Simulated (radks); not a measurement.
These are the eigenvalues of the occupied orbitals of an atom or ion with whole-number occupations (eV). All-electron calculation, scalar-relativistic Kohn-Sham, BLYP, spin-polarised, spherical densities, finite nucleus; Fermi nuclear charge, rms radius of each element as measured or else 0.836 A^(1/3) + 0.57 fm. Program: a radial shooting solver on a logarithmic mesh with Libxc functionals.

1s down: -23063.04
1s up: -23063.04
2s up: -3361.824
2s down: -3361.340
2p up: -3015.426
2p down: -3015.059
3s up: -617.7572
3s down: -617.5072
3p up: -503.9306
3p down: -503.6470
3d up: -321.8527
3d down: -321.4137
4s up: -104.2269
4s down: -102.1248
4p up: -72.0346
4p down: -69.8445
4d up: -26.5216
4d down: -24.4514

Which element is it, and in what charge state? The configuration may be excited. Open shells, if any, are filled with parallel spins first.

Answer. Z = 45, rhodium, charge +2: Rh2+ in [Kr] 4d7. The list shows which subshells hold electrons but not how many an open one holds; the 1s level, -847.55 hartree, gives Z - s = 41.2 by -(Z - s)^2/2, which with screening and relativity narrows Z to a few neighbours, and the depths of the outer levels then fix element, charge and occupations together.
